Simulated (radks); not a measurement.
Results of a calculation; reference values are marked as such.
Task: Ag, 47 electrons, occupied as [Kr] 4d10 5s1 (the NIST ground configuration). Level of theory: non-relativistic Kohn-Sham, LDA (Slater exchange, Perdew-Wang correlation), spin-unpolarised, spherical densities, point nucleus; relativity is left out, which matters for an element this heavy (a radial shooting solver on a logarithmic mesh with Libxc functionals). Some entries of the table are withheld. Estimate them.

| orbital | occ. | eigenvalue (Ry) | <r^2> (bohr^2) | <1/r> (bohr^-1) |
|---|---|---|---|---|
| 1s | 2 | -1800.650 | 0.001406 | 46.43 |
| 2s | 2 | -259.7197 | 0.02323 | 10.56 |
| 2p | 6 | -241.8268 | 0.01755 | 10.57 |
| 3s | 2 | -47.35673 | 0.1667 | 3.755 |
| 3p | 6 | -40.13512 | 0.1620 | 3.676 |
| 3d | 10 | -26.73548 | 0.1424 | 3.525 |
| 4s | 2 | -6.44590 | 1.008 | 1.456 |
| 4p | 6 | -4.17292 | 1.182 | 1.338 |
| 4d | 10 | -0.59717 | 2.453 | 0.9785 |
| 5s | 1 | (1) | (2) | 0.3904 |
| 5p | 0 | -0.06436 | 31.44 | 0.2533 |

Result: 
(1) 5s eigenvalue (Ry): -0.31489
(2) 5s <r^2> (bohr^2): 12.46
